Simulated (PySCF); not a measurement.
# Worked example: oscillator strength and radiative lifetime

GeH₇NSi₂, SMILES [GeH2]1[SiH2][SiH2][NH]1.

The structure is a stationary point at PBE0-D3(BJ)/def2-SVP. This is a generated structure with no PubChem entry under its InChIKey; it may be hypothetical.

TDDFT-CAM-B3LYP/def2-SVPD in PySCF puts the first singlet state with f over 0.02 at 5.81 eV (vertical), with the transition dipole (-0.083, 0.973, 0.000) in atomic units.

Task: Find the oscillator strength, the wavelength and the radiative lifetime that this transition would have in vacuum if emission retraced absorption.

Result: 
|μ|² = 0.9536 au, so |μ| = 2.48 D. ΔE = 5.81/27.211 = 0.2135 hartree. f = (2/3) ΔE |μ|² = 0.136 (the program prints 0.136).
λ = 1239.84/5.81 = 213 nm; ν = 46861 cm⁻¹.
Einstein's coefficient A = 0.6670 ν² f s⁻¹ (ν in cm⁻¹) = 2.0e8 s⁻¹, so τ = 1/A = 5.0 ns. This state is S2; the lower singlet has f = 0.002. The figure is the radiative limit of this one transition; relaxation, internal conversion, crossing to triplets and a medium change what is measured.
